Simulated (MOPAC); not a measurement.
MOPAC input (AM1):

```
AM1 FORCE THERMO(298,298) PRECISE LET CHARGE=1 GEO-OK AUX(PRECISION=9) THREADS=1
FSr

Sr    0.00000000 1    0.00000000 1   -0.34003638 1
F     0.00000000 1    0.00000000 1    1.58575737 1
```

Question: Which zero-point energy does it print?

Answer: 0.88 kcal/mol, from the harmonic wavenumbers of AM1.
